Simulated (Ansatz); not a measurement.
Which method gave which barrier?

Saddle point of GeH4S, singlet (GeH₂S ([SH][GeH]) + H₂ → GeH₄S ([SH2][GeH2]); bonds formed: Ge1–H4, S2–H3; bonds broken: H3–H4), PBE0-D4/def2-TZVP structure:

| atom | x (Å) | y (Å) | z (Å) |
| --- | --- | --- | --- |
| Ge1 | -1.1541 | 0.6177 | -0.4082 |
| S2 | 1.2482 | 0.8052 | 0.2204 |
| H3 | 0.4603 | -0.3364 | -0.7033 |
| H4 | -0.3964 | -0.7109 | -1.2130 |
| H5 | -1.3895 | -0.3595 | 0.8227 |
| H6 | 1.2314 | -0.0160 | 1.2812 |

Computed with Ansatz 0.2.0 (basis: def2-TZVPP, with def2-QZVPP for the basis limit); correlated methods freeze the cores. Filled d shells of the heavier atoms are correlated. The def2 sets are not built for correlating such inner shells, so the correlated values are less sure here. Extrapolation: Hartree–Fock as exp(−7.88 √X), correlation as X^−2.97. Four methods, as single points on the PBE0-D4 structures, gave these electronic barriers from the start structure: 37.2, 75.1, 99.5, 147.6 kJ/mol.

(1) The methods were, in alphabetical order, CCSD(T), HF, r2SCAN-D4, SPW92. Which gave which? (A judgement: the text doesn't fix the answer.)

No T1 diagnostic of these runs exceeds 0.015.

## Answers

(1) The calculation gives: SPW92 37.2; r2SCAN-D4 75.1; CCSD(T) 99.5; HF 147.6 kJ/mol. For comparison, CCSD(T) at an estimated basis limit (MP2 extrapolated from triple and quadruple zeta, plus CCSD(T) − MP2 in triple zeta) gives 97.6 kJ/mol.

Labels in which every atom is bracketed show which atoms are joined, not bond orders.

For scale, one of the runs: CCSD(T)/def2-TZVPP, 146 basis functions, launched by `ansatz run in.yaml --threads 2 --pin off --events-out ev --progress --plain --max-ram 4352MiB`. The run took 18 s on 2 CPU threads of an Arm Neoverse V1 (shared host), with 0.83 GiB of host memory at its peak.
